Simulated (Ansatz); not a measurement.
The same path of Cl$_{3}$H$_{3}$OSZr (9 atoms, charge 0, multiplicity 1) was run twice with different band settings. Lost on the way: S7–H9. Made: O2–H9.

Computed with RKS PBE0-D4/def2-SVP (Ansatz 0.2.0).

Relaxed end points:

```xyz
9
Properties=species:S:1:pos:R:3
Zr -0.063 -0.101 0.044
O -0.526 -0.018 1.881
H -0.934 0.346 2.668
Cl 2.204 0.446 -0.395
Cl -1.123 1.823 -0.790
Cl -1.228 -1.776 -1.168
S 1.344 -2.546 0.815
H 0.374 -3.162 1.527
H 1.990 -2.112 1.920
```

```xyz
9
Properties=species:S:1:pos:R:3
Zr 0.280 -0.557 -0.041
O -0.855 -0.611 1.992
H -0.941 0.224 2.472
Cl 1.776 -0.453 -1.837
Cl 0.024 1.749 0.474
Cl -1.554 -1.662 -0.995
S 1.655 -1.998 1.394
H 2.472 -2.451 0.418
H -0.818 -1.341 2.625
```

Common settings: movable images 9; climbing image yes; optimiser quadratic models (default); start path through a guess of the saddle point; force threshold 0.05 eV/Å; iteration limit 60; end points relaxed.

| run | spring |
| --- | --- |
| 1 | 5.0 eV/Å² |
| 2 | 0.1 eV/Å² |

Q: What does each run give, and how far can it be trusted?

A: Run 1: converged after 25 iterations, highest image 0.587 eV above the first end. A vibrational analysis at the climbing image gives one clearly imaginary mode, 979i cm⁻¹: a first-order saddle point.
Run 2: converged after 41 iterations, highest image 0.587 eV above the first end. The profile has 2 maxima (images 5, 8) with wells between them (image 7): this band takes more than one step, which may be the mechanism or a detour left from its start path. Another band between the same ends (9 images) ends at a top of the same energy, where a vibrational analysis finds 1 clearly imaginary mode.
The orbitals stay closed-shell, which can raise the energy where a bond breaks towards radicals; this wasn't checked here.
